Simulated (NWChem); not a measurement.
CH3Li in NWChem

SMILES: [Li][CH3]
```xyz
5

Li     0.9287    -1.2907     0.0000
C     -0.2231     0.3101     0.0000
H     -0.8949     0.3739     0.8799
H     -0.8949     0.3739    -0.8799
H      0.3422     1.2640     0.0000
```
Charge 0, spin multiplicity 1.

All runs are NWChem calculations. The geometry was optimised at PBE0/def2-SVP, a minimum by its harmonic frequencies.

Symmetry labels belong to the abelian group Cs used in the runs, with the axes of the coordinates shown; states degenerate in a higher group split over its labels.

B3LYP has NWChem's definition, with VWN1-RPA local correlation. The structure started from a generated list of species.

Task: List the lowest 6 singlet excitations that TD-B3LYP/aug-cc-pVDZ, VWN1-RPA local correlation gives, with oscillator strengths.

Result: 
```json
[
 {"state": "1", "symmetry": "a'", "energy (eV)": "2.78", "wavelength (nm)": "446", "f": "0.083"},
 {"state": "2", "symmetry": "a'", "energy (eV)": "3.98", "wavelength (nm)": "312", "f": "0.074"},
 {"state": "3", "symmetry": "a\"", "energy (eV)": "3.98", "wavelength (nm)": "312", "f": "0.074"},
 {"state": "4", "symmetry": "a'", "energy (eV)": "4.44", "wavelength (nm)": "280", "f": "0.017"},
 {"state": "5", "symmetry": "a'", "energy (eV)": "4.69", "wavelength (nm)": "265", "f": "0.013"},
 {"state": "6", "symmetry": "a'", "energy (eV)": "5.45", "wavelength (nm)": "228", "f": "0.031"}
]
```
